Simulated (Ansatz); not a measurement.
One change: `C#CBO` becomes `BC#CBO`.

Ansatz, PBE0-D4/def2-TZVP geometries, multiplicity 1. Each molecule was computed in one conformer, which needn't be the lowest.

```csv
property,`C#CBO`
HOMO energy (PBE0/def2-TZVPP) / eV,-8.38
LUMO energy (PBE0/def2-TZVPP) / eV,-1.32
HOMO–LUMO gap (PBE/def2-TZVPP) / eV,4.86
zero-point energy (PBE0-D4/def2-TZVP) / kJ/mol,123.3
LUMO energy (ωB97M-V/def2-TZVPP) / eV,0.76
HOMO–LUMO gap (B3LYP/def2-TZVPP) / eV,6.60
```

(1) What does the change do to each property? (Estimate.)

Answers

(1) The calculation gave: 
```
                                      property  `BC#CBO`  shift
            HOMO energy (PBE0/def2-TZVPP) / eV     -8.12   0.26
            LUMO energy (PBE0/def2-TZVPP) / eV     -2.36  -1.04
           HOMO–LUMO gap (PBE/def2-TZVPP) / eV      3.64  -1.22
zero-point energy (PBE0-D4/def2-TZVP) / kJ/mol     153.2   29.9
         LUMO energy (ωB97M-V/def2-TZVPP) / eV     -0.36  -1.12
         HOMO–LUMO gap (B3LYP/def2-TZVPP) / eV      5.35  -1.25
```

With PBE0 the HOMO rises by 0.26 eV and the LUMO falls by 1.04 eV, so the gap narrows by about 1.30 eV. PBE moves the HOMO by 0.19 eV and ωB97M-V by 0.36 eV. The zero-point energy changes by 29.9 kJ/mol with +6 modes.

B3LYP here is the variant with VWN-RPA as its local correlation; programs differ in this.
